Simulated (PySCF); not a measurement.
Calculation: PBE-D3(BJ)/def2-TZVP // B3LYP-D3(BJ)/def2-TZVP (PySCF). Gas-phase values, no solvent. One relaxed conformer stands for a flexible species; it need not be the lowest. Excitations are Tamm–Dancoff values on a coarser integration grid. The basis has no diffuse functions, so Rydberg states are missing or too high.

Reference species (SMILES): `OC1BB1` (neutral, multiplicity 1).

| Property | Result |
|---|---|
| S1 excitation (TDA) | 4.48 eV |
| LUMO | -1.73 eV |

Changed species: `C(=O)BB`.

### Question
Give the shifts of the S1 excitation (TDA) and LUMO.

### Answer
the S1 excitation (TDA) decreases by 1.43 eV, to 3.05 eV; the LUMO drops by 1.38 eV, to -3.11 eV.
